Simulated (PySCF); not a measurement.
The numbers below are computed, except where a source is named.
# CH2ClF4OSi2

CH2ClF4OSi2 is a small molecule (built as: Si site whose three back bonds go to F, Cl, OSiF3; end group CH2), neutral, doublet. The structure, one conformer, was relaxed in the gas phase by PBE0-D3(BJ)/def2-SVP. No frequency run checks that it is a minimum.

SMILES: [CH2][Si](F)(Cl)O[Si](F)(F)F

Coordinates in Å:
```
Si1     1.003    0.475    0.172
F2      1.136    1.545   -1.025
Cl3     1.337    1.500    1.907
O4     -0.545   -0.079    0.185
Si5    -2.116    0.024   -0.160
F6     -2.723    1.416    0.318
F7     -2.361   -0.121   -1.727
F8     -2.897   -1.149    0.577
C9      2.153   -0.916   -0.048
H10     3.209   -0.767   -0.291
H11     1.836   -1.951    0.108
```

EPR values by unrestricted B3LYP, IGLO-III on C Cl F O Si, pcH-1 on H.

Question: Predict g and the largest hyperfine couplings. Where does the spin sit?

Answer: g = 2.0018, 2.0024, 2.0029. The spin sits on C9 (102 %, bonded to 1 Si + 2 H) by Mulliken populations.
```csv
atom,isotope,isotropic (MHz),"dipolar, principal values (MHz)"
C9,13C,73.5,"-75.2, -75.2, 150.4"
H11,1H,-59.1,"-36.2, -1.4, 37.7"
H10,1H,-58.7,"-36.2, -1.7, 37.8"
F2,19F,29.1,"-20.0, -19.4, 39.3"
Si1,29Si,60.7,"-5.6, 2.0, 3.6"
Cl3,35Cl,7.2,"-7.2, -6.6, 13.8"
```

Question: How do the isotropic couplings move with BHandHLYP?

Answer: C9 73.5 to 94.2 MHz, H11 -59.1 to -68.3 MHz, H10 -58.7 to -67.6 MHz, F2 29.1 to 31.0 MHz.

The 2 runs behind this took 5.9 min in all, one thread each of Arm Neoverse V2 on a shared host, launched as `OMP_NUM_THREADS=1 python cluster_run.py task.json out`.
